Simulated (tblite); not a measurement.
Compound: C4H5AlBrCl.
Numbering: `[CH3:1][CH2:2][C:3]#[C:4][Al:5]([Cl:6])[Br:7]` (hydrogens: H8, H9, H10 on C1; H11, H12 on C2)

Computed with GFN2-xTB (tblite), gas phase: L-BFGS steps from a force-field or distance-geometry start until the largest atomic force falls under 0.01 eV/Å.

Step 23: E = -568.5772 eV
```
atom  x, y, z in Å  |  force x, y, z in eV/Å
C1     -2.1030    0.4592    0.1520    0.006  -0.023  -0.005
C2     -1.2409   -0.7860   -0.0685    0.002   0.004   0.000
C3      0.1694   -0.4584   -0.0912   -0.002  -0.003   0.008
C4      1.3475   -0.1657   -0.1013   -0.001  -0.032  -0.002
Al5     3.2292    0.2230   -0.0955   -0.010  -0.012   0.000
Cl6     4.6670   -1.1981   -0.1757    0.000   0.011  -0.002
Br7     3.8032    2.4044    0.0190    0.000   0.018  -0.001
H8     -1.9407    1.1790   -0.6478    0.009   0.004   0.033
H9     -3.1560    0.1867    0.1652    0.004  -0.007   0.000
H10    -1.8537    0.9290    1.1014    0.003   0.013  -0.034
H11    -1.5057   -1.2635   -1.0175    0.000   0.016   0.007
H12    -1.4151   -1.5103    0.7340   -0.012   0.011  -0.005
```

Step 24: E = -568.5774 eV
```
atom  x, y, z in Å  |  force x, y, z in eV/Å
C1     -2.1025    0.4604    0.1518    0.014  -0.038  -0.008
C2     -1.2404   -0.7860   -0.0688   -0.016   0.028   0.000
C3      0.1703   -0.4599   -0.0903   -0.016  -0.006   0.008
C4      1.3490   -0.1703   -0.0982    0.005  -0.030  -0.005
Al5     3.2299    0.2206   -0.0955   -0.005  -0.001   0.004
Cl6     4.6709   -1.1970   -0.1769    0.002   0.010  -0.003
Br7     3.7959    2.4046    0.0181    0.001   0.011  -0.002
H8     -1.9411    1.1808   -0.6479    0.012  -0.004   0.037
H9     -3.1554    0.1869    0.1651    0.006  -0.004   0.000
H10    -1.8536    0.9305    1.1013    0.005   0.009  -0.038
H11    -1.5056   -1.2617   -1.0190    0.004   0.015   0.023
H12    -1.4162   -1.5096    0.7342   -0.011   0.011  -0.017
```

Step 25: E = -568.5776 eV
```
atom  x, y, z in Å  |  force x, y, z in eV/Å
C1     -2.1018    0.4617    0.1515    0.017  -0.040  -0.007
C2     -1.2397   -0.7855   -0.0692   -0.033   0.047   0.001
C3      0.1714   -0.4623   -0.0887   -0.028  -0.008   0.008
C4      1.3512   -0.1777   -0.0938    0.010  -0.027  -0.009
Al5     3.2307    0.2172   -0.0955    0.001   0.015   0.008
Cl6     4.6763   -1.1951   -0.1787    0.005   0.009  -0.004
Br7     3.7856    2.4050    0.0169    0.001  -0.001  -0.003
H8     -1.9415    1.1832   -0.6474    0.015  -0.012   0.029
H9     -3.1543    0.1870    0.1651    0.006   0.000   0.000
H10    -1.8533    0.9329    1.1005    0.008   0.002  -0.031
H11    -1.5054   -1.2588   -1.0208    0.008   0.009   0.035
H12    -1.4180   -1.5083    0.7341   -0.011   0.006  -0.027
```

**Question.** Estimate the geometry and energy of step 26. (The exact step hangs on the optimiser's Hessian estimate; all steps are aligned on step 25, rigid shifts and turns removed.)

**Answer.** E = -568.5779 eV, largest force 0.059 eV/Å
```
atom  x, y, z in Å  |  force x, y, z in eV/Å
C1     -2.1007    0.4627    0.1510    0.011  -0.023  -0.003
C2     -1.2393   -0.7844   -0.0696   -0.036   0.047   0.003
C3      0.1725   -0.4652   -0.0869   -0.028  -0.004   0.007
C4      1.3537   -0.1868   -0.0891    0.010  -0.023  -0.012
Al5     3.2316    0.2138   -0.0953    0.004   0.027   0.012
Cl6     4.6823   -1.1927   -0.1808    0.008   0.008  -0.004
Br7     3.7742    2.4055    0.0155    0.001  -0.012  -0.004
H8     -1.9418    1.1858   -0.6463    0.018  -0.015   0.010
H9     -3.1530    0.1871    0.1651    0.001   0.002  -0.001
H10    -1.8530    0.9356    1.0990    0.012  -0.004  -0.012
H11    -1.5050   -1.2554   -1.0221    0.009   0.000   0.034
H12    -1.4204   -1.5066    0.7335   -0.011  -0.003  -0.030
```

The energy changes by -0.0003 eV. The first-order estimate −F·Δx gives -0.0004 eV and the mean of the old and new forces, exact on a quadratic surface, -0.0003 eV. The step makes an angle of 80° with the force vector and moves no atom by more than 0.011 Å.

The cost below is that of the whole relaxation. On Arm Neoverse N1, one thread, shared host with 64 logical CPUs at a one-minute load of 56, this took 0.75 s wall.
